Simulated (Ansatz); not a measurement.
Computed with Ansatz on PBE0-D4/def2-TZVP structures; ΔE is electronic, products minus reactants. CCSD(T)/CBS is the MP2 limit (def2-TZVPP, def2-QZVPP) plus CCSD(T) − MP2 in def2-TZVPP, frozen cores. This one scheme is used for every species. Functionals use def2-TZVPP. Elements past krypton have def2 core potentials. For Te outer-core shells are correlated without core-valence functions, which leaves a few kJ/mol of doubt a bond. Each species was taken in one conformer, which may not be the lowest.

Reaction (ligand exchange at the Si–Te bond): `S[SiH2][TeH]` + `C=N` → `C=N[SiH2]S` + H₂Te

CCSD(T)/CBS gives +23.7 kJ/mol.

Another level gave +25.5 kJ/mol. Which?
A. PBE0/def2-TZVPP
B. B97M-V/def2-TZVPP
C. BLYP-D4/def2-TZVPP
D. r2SCANh/def2-TZVPP

A. PBE0 25.5, BLYP-D4 16.1, r2SCANh 20.4, B97M-V 11.1 kJ/mol.

What do rigid-rotor, harmonic-oscillator terms from PBE0-D4/def2-TZVP frequencies (298.15 K, 1 bar) make of the CCSD(T)/CBS value? (Estimate.)

Computed: ΔZPE = -11.7 kJ/mol, ΔH = +12.2 kJ/mol, ΔS = -14 J/(mol·K), ΔG = +16.4 kJ/mol.

Largest T1 diagnostic among the species: 0.013.

Leaving LDA and LC-ωPBE aside and taking each functional with its dispersion term where it has one, the values, not all of them listed here, spread over 17.0 kJ/mol, from CAM-B3LYP-D4 to PBE-D4. LDA lies −7.4 kJ/mol from PBE without D4. In def2-TZVPP, CCSD(T) changes the Hartree–Fock value by +8.9 kJ/mol (the triples alone add +1.5 kJ/mol) and MP2 by +12.6 kJ/mol.
